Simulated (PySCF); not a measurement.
CH3Cl3Sn, charge -1, doublet, at a GFN2-xTB geometry (such geometries of metal compounds can be far from the true shape) (a state made from the parent by changing its charge; the spin is typed, not shown lowest) (all electrons, no relativity) (a gas-phase anion, which may not be bound at this level); CASSCF(7,8)/STO-3G run with PySCF.

Here is a job for PySCF.
```python
from pyscf import gto, scf, mcscf
import numpy

mol = gto.Mole()
mol.atom = '''
    C    -2.80906159   -0.37748751    0.13197443
    Sn   -0.24489022   -0.03290885    0.01150535
    Cl    0.87912394   -1.44033672   -1.76343354
    Cl    0.42897404    2.34850662   -0.50756728
    Cl    0.95136490   -0.60453860    2.16484746
    H    -2.95802404   -1.36171706    0.55099729
    H    -3.18561467    0.40843833    0.76994475
    H    -3.16834975   -0.29808555   -0.88344919
'''
mol.basis = 'sto-3g'
mol.charge = -1
mol.spin = 1
mol.verbose = 4
mol.build()

mf = scf.ROHF(mol)
mf.kernel()
mc = mcscf.CASSCF(mf, 8, 7)
mc.fix_spin_(ss=0.75)
mc.kernel()
occ = numpy.linalg.eigvalsh(mc.fcisolver.make_rdm1(mc.ci, mc.ncas, mc.nelecas))[::-1]
ss = mc.fcisolver.spin_square(mc.ci, mc.ncas, mc.nelecas)[0]
print('natural occupations', occ.round(4), ' <S^2>', round(ss, 4))
```

Write the output that PySCF gives for this input, abridged.


```
PySCF version 2.14.0

[INPUT] verbose = 4
[INPUT] num. atoms = 8
[INPUT] num. electrons = 111
[INPUT] charge = -1
[INPUT] spin (= nelec alpha-beta = 2S) = 1
[INPUT] symmetry False subgroup None
[INPUT] Mole.unit = angstrom
[INPUT] Symbol           X                Y                Z      unit          X                Y                Z       unit  Magmom
[...]
nuclear repulsion = 800.086015134805
number of shells = 32
number of NR pGTOs = 186
number of NR cGTOs = 62
basis = sto-3g
ecp = {}

******** <class 'pyscf.scf.rohf.ROHF'> ********
method = ROHF
initial guess = minao
damping factor = 0
level_shift factor = 0
DIIS = <class 'pyscf.scf.diis.CDIIS'>
diis_start_cycle = 1
diis_space = 8
diis_damp = 0
SCF conv_tol = 1e-09
SCF conv_tol_grad = None
SCF max_cycles = 50
direct_scf = True
direct_scf_tol = 1e-13
num. doubly occ = 55  num. singly occ = 1
Set gradient conv threshold to 3.16228e-05
init E= -7347.80654526748
[...]
cycle= 1 E= -7366.15000230185  delta_E= -18.3  |g|= 0.321  |ddm|= 2.45
[...]
cycle= 2 E= -7366.23296211655  delta_E= -0.083  |g|= 0.233  |ddm|=  1.2
[...]
cycle= 3 E= -7366.25187397266  delta_E= -0.0189  |g|= 0.0361  |ddm|= 0.277
[...]
cycle= 4 E= -7366.25388097052  delta_E= -0.00201  |g|= 0.0187  |ddm|= 0.171
[...]
cycle= 5 E= -7366.25475336057  delta_E= -0.000872  |g|= 0.0102  |ddm|= 0.103
[...]
cycle= 6 E= -7366.25575020166  delta_E= -0.000997  |g|= 0.00787  |ddm|= 0.149
[...]
cycle= 7 E= -7366.25644854554  delta_E= -0.000698  |g|= 0.00852  |ddm|= 0.462
[...]
cycle= 8 E= -7366.25680756692  delta_E= -0.000359  |g|= 0.00167  |ddm|= 0.195
[...]
cycle= 9 E= -7366.25683355073  delta_E= -2.6e-05  |g|= 0.000164  |ddm|= 0.0434
[...]
cycle= 10 E= -7366.2568334638  delta_E= 8.69e-08  |g|= 0.000135  |ddm|= 0.00331
[...]
cycle= 11 E= -7366.25683358163  delta_E= -1.18e-07  |g|= 2.64e-05  |ddm|= 0.00228
[...]
cycle= 12 E= -7366.25683358669  delta_E= -5.06e-09  |g|= 6.79e-06  |ddm|= 0.000457
[...]
cycle= 13 E= -7366.25683358692  delta_E= -2.29e-10  |g|= 3.55e-06  |ddm|= 6.67e-05
[...]
Extra cycle  E= -7366.25683358696  delta_E= -4.91e-11  |g|= 2.74e-06  |ddm|= 2.96e-05
converged SCF energy = -7366.25683358696

******** <class 'pyscf.mcscf.mc1step.CASSCF'> ********
CAS (4e+3e, 8o), ncore = 52, nvir = 2
max_cycle_macro = 50
max_cycle_micro = 4
conv_tol = 1e-07
conv_tol_grad = None
orbital rotation max_stepsize = 0.02
orbital rotation threshold for CI restart = 0.01
augmented hessian ah_max_cycle = 30
augmented hessian ah_conv_tol = 1e-12
augmented hessian ah_linear dependence = 1e-14
augmented hessian ah_level shift = 1e-08
augmented hessian ah_start_tol = 2.5
augmented hessian ah_start_cycle = 3
augmented hessian ah_grad_trust_region = 3
kf_trust_region = 3
kf_interval = 4
ci_response_space = 4
ci_grad_trust_region = 3
with_dep4 0
natorb = False
canonicalization = True
sorting_mo_energy = False
ao2mo_level = 2
internal_rotation = False
******** <class 'pyscf.fci.addons.SpinPenaltyFCISolver'> ********
max. cycles = 50
conv_tol = 1e-08
davidson only = True
linear dependence = 1e-12
level shift = 0.001
max iter space = 12
nroots = 1
pspace_size = 400
spin = None
CASCI E = -7366.27978893298  S^2 = 0.7500000
Set conv_tol_grad to 0.000316228
macro iter   1 ( 21 JK    4 micro), CASSCF E = -7366.28597546917  dE = -6.18653619e-03  S^2 = 0.7500000
               |grad[o]|=0.0277  |grad[c]|=0.018  |ddm|=0.0276  |maxRot[o]|=0.152
macro iter   2 ( 21 JK    4 micro), CASSCF E = -7366.28912002394  dE = -3.14455477e-03  S^2 = 0.7500000
               |grad[o]|=0.0149  |grad[c]|=0.0162  |ddm|=0.00558  |maxRot[o]|=0.159
macro iter   3 ( 21 JK    4 micro), CASSCF E = -7366.29190780998  dE = -2.78778604e-03  S^2 = 0.7500000
               |grad[o]|= 0.01  |grad[c]|=0.0191  |ddm|=0.00424  |maxRot[o]|=0.165
macro iter   4 ( 21 JK    4 micro), CASSCF E = -7366.29417774120  dE = -2.26993122e-03  S^2 = 0.7500000
               |grad[o]|=0.00733  |grad[c]|=0.0115  |ddm|=0.005  |maxRot[o]|=0.159
macro iter   5 ( 12 JK    3 micro), CASSCF E = -7366.29600154651  dE = -1.82380531e-03  S^2 = 0.7500000
               |grad[o]|=0.00601  |grad[c]|=0.0218  |ddm|=0.00375  |maxRot[o]|=0.149
macro iter   6 ( 19 JK    4 micro), CASSCF E = -7366.29636389475  dE = -3.62348241e-04  S^2 = 0.7500000
               |grad[o]|=0.00458  |grad[c]|=0.0165  |ddm|=0.00239  |maxRot[o]|=0.0425
macro iter   7 ( 20 JK    4 micro), CASSCF E = -7366.29653432961  dE = -1.70434854e-04  S^2 = 0.7500000
               |grad[o]|=0.00366  |grad[c]|=0.009  |ddm|=0.00127  |maxRot[o]|= 0.02
macro iter   8 ( 21 JK    4 micro), CASSCF E = -7366.29648681729  dE =  4.75123188e-05  S^2 = 0.7500000
               |grad[o]|=0.00347  |grad[c]|=0.00919  |ddm|=0.00138  |maxRot[o]|=0.0199
macro iter   9 ( 21 JK    4 micro), CASSCF E = -7366.29693412058  dE = -4.47303294e-04  S^2 = 0.7500000
               |grad[o]|=0.00356  |grad[c]|=0.00726  |ddm|=0.00136  |maxRot[o]|=0.0489
macro iter  10 ( 12 JK    3 micro), CASSCF E = -7366.29746853049  dE = -5.34409906e-04  S^2 = 0.7500000
               |grad[o]|=0.0029  |grad[c]|=0.00895  |ddm|=0.00164  |maxRot[o]|=0.0818
macro iter  11 ( 20 JK    4 micro), CASSCF E = -7366.29756116984  dE = -9.26393486e-05  S^2 = 0.7500000
               |grad[o]|=0.00164  |grad[c]|=0.00455  |ddm|=0.00164  |maxRot[o]|=0.0446
macro iter  12 ( 18 JK    4 micro), CASSCF E = -7366.29755625192  dE =  4.91791616e-06  S^2 = 0.7500000
               |grad[o]|=0.0013  |grad[c]|=0.00539  |ddm|=0.00147  |maxRot[o]|=0.0701
macro iter  13 ( 21 JK    4 micro), CASSCF E = -7366.29760416600  dE = -4.79140745e-05  S^2 = 0.7500000
               |grad[o]|=0.00125  |grad[c]|=0.00247  |ddm|=0.00109  |maxRot[o]|=0.0188
macro iter  14 ( 14 JK    4 micro), CASSCF E = -7366.29761790356  dE = -1.37375664e-05  S^2 = 0.7500000
               |grad[o]|=0.000707  |grad[c]|=0.00173  |ddm|=0.000781  |maxRot[o]|=0.00813
macro iter  15 (  4 JK    1 micro), CASSCF E = -7366.29765066026  dE = -3.27567004e-05  S^2 = 0.7500000
               |grad[o]|=0.000543  |grad[c]|=0.00256  |ddm|=0.00156  |maxRot[o]|=0.0285
macro iter  16 ( 13 JK    4 micro), CASSCF E = -7366.29764209413  dE =  8.56613042e-06  S^2 = 0.7500000
               |grad[o]|=0.000332  |grad[c]|=0.00181  |ddm|=0.00377  |maxRot[o]|=0.0874
macro iter  17 ( 14 JK    3 micro), CASSCF E = -7366.29766363800  dE = -2.15438622e-05  S^2 = 0.7500000
               |grad[o]|=0.000856  |grad[c]|=0.00243  |ddm|=0.00303  |maxRot[o]|=0.0334
macro iter  18 (  7 JK    2 micro), CASSCF E = -7366.29767397614  dE = -1.03381426e-05  S^2 = 0.7500000
               |grad[o]|=0.000463  |grad[c]|=0.000707  |ddm|=0.000556  |maxRot[o]|=0.0155
macro iter  19 (  3 JK    1 micro), CASSCF E = -7366.29767452098  dE = -5.44837349e-07  S^2 = 0.7500000
               |grad[o]|=0.000122  |grad[c]|=0.000269  |ddm|=0.00016  |maxRot[o]|=0.00268
macro iter  20 (  3 JK    1 micro), CASSCF E = -7366.29767462298  dE = -1.02008926e-07  S^2 = 0.7500000
               |grad[o]|=4.29e-05  |grad[c]|=0.000185  |ddm|=0.00014  |maxRot[o]|=0.00169
macro iter  21 (  1 JK    1 micro), CASSCF E = -7366.29767462423  dE = -1.24964572e-09  S^2 = 0.7500000
               |grad[o]|=2.76e-05  |grad[c]|=4.29e-05  |ddm|=    0  |maxRot[o]|=    0
1-step CASSCF converged in  21 macro (307 JK  67 micro) steps
CASSCF canonicalization
Density matrix diagonal elements [1.98405833e+00 1.98396765e+00 1.92715051e+00 9.61476424e-01
 2.74719055e-02 2.74767659e-02 8.81258144e-02 2.72607828e-04]
CASSCF energy = -7366.29767462423
CASCI E = -7366.29767462423  E(CI) = -5.90293031087003  S^2 = 0.7500000
natural occupations [1.9845e+00 1.9844e+00 1.9333e+00 9.8980e-01 5.3600e-02 2.7000e-02
 2.7000e-02 3.0000e-04]  <S^2> 0.75
```
